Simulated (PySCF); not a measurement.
Si(F)2(OH)(SiH3) (F2H4OSi2), SMILES [SiH3][Si](F)(O)F. Heavy atoms are numbered as in [OH:1][Si:2]([F:3])([F:4])[SiH3:5]. Hydrogens are named by the atom that carries them.

Geometry optimised at B3LYP-D3(BJ)/def2-SVP. This is a generated structure with no PubChem entry under its InChIKey; it may be hypothetical. The values are those of a single conformer.

Level of theory: PBE/pcSseg-1 (PySCF).

GIAO shieldings, no solvent; atoms alike by connectivity are averaged. δ = σ(ref) − σ: ¹⁷O against H2O (σ = 334.3 ppm); ²⁹Si against TMS (σ = 335.4 ppm); ¹⁹F against CFCl3 (σ = 133.6 ppm); ¹H against TMS (σ = 31.49 ppm), references at their B3LYP-D3(BJ)/def2-TZVP geometries, non-relativistic.

```
atoms       nucleus  count  δ (ppm)
----------  -------  -----  -------
O1 (OH)         ¹⁷O      1      ___
Si2            ²⁹Si      1    -30.5
Si5 (SiH3)     ²⁹Si      1      ___
F3              ¹⁹F      2   -135.7
H on Si5         ¹H      3     3.65
H on O1          ¹H      1      ___
```

### Question
Fill in the missing entries. (An estimate is asked for; the answer gives what the named calculation found.)

### Answer

- Si5 (SiH3), δ (ppm): -122.5
- O1 (OH), δ (ppm): 82.4
- H on O1, δ (ppm): 2.99
